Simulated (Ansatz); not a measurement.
Reaction (cleavage of the Si–Si bond): `C[SiH2][SiH2][SeH]` + `O[AsH2]` → `C[SiH2][AsH]O` + `[SiH3][SeH]`

Program: Ansatz. Geometries: PBE0-D4/def2-TZVP. ΔE: electronic, gas phase. CCSD(T)/CBS is the MP2 limit (def2-TZVPP, def2-QZVPP) plus CCSD(T) − MP2 in def2-TZVPP, frozen cores. DFT in def2-TZVPP. For As, Se outer-core shells are correlated without core-valence functions, which leaves a few kJ/mol of doubt a bond. Scalar relativity is left out up to krypton. Each species was taken in one conformer, which may not be the lowest.

`C[SiH2][SiH2][SeH]`:

```xyz
12

C     1.150    0.614    1.322
Si    0.627    0.705   -0.474
Si   -1.496   -0.234   -0.748
Se   -1.450   -2.403   -0.006
H     0.487    1.216    1.947
H     2.170    0.983    1.449
H     1.107   -0.418    1.676
H     1.564   -0.073   -1.335
H     0.630    2.114   -0.962
H    -2.511    0.408    0.130
H    -1.982   -0.160   -2.153
H    -0.295   -2.751   -0.846
```

`O[AsH2]`:

```xyz
5

O     0.080    0.050    1.107
As    0.067   -0.401   -0.637
H     0.363   -0.720    1.606
H    -1.296    0.216   -0.947
H     0.785    0.854   -1.129
```

`C[SiH2][AsH]O`:

Cartesian coordinates in Å:
```
C 1.404 0.252 -0.554
Si 0.381 0.217 1.009
As -1.768 -0.708 0.606
O -1.968 0.153 -0.983
H 1.639 -0.763 -0.881
H 2.339 0.794 -0.399
H 0.840 0.744 -1.349
H 0.179 1.590 1.546
H 1.013 -0.611 2.075
H -1.154 -1.992 0.035
H -2.905 0.325 -1.106
```

`[SiH3][SeH]`:

```xyz
6

Si    0.396    0.273    0.317
Se   -1.105    0.002   -1.377
H    -0.262    0.193    1.644
H     0.960    1.629    0.112
H     1.477   -0.742    0.250
H    -1.465   -1.355   -0.945
```

| level | ΔE (kJ/mol) |
| --- | --- |
| r2SCAN-D4 | -19.6 |
| ωB97X-V | -20.1 |
| HF/def2-TZVPP | -25.3 |
| HF/CBS(def2) | -24.8 |

(1) What does CCSD(T)/CBS give? (Best estimate.)

Largest T1 diagnostic among the species: 0.012.

## Answers

(1) Computed: -21.8 kJ/mol. The listed levels differ from it by 2.2, 1.7, -3.5, -3.0 kJ/mol.
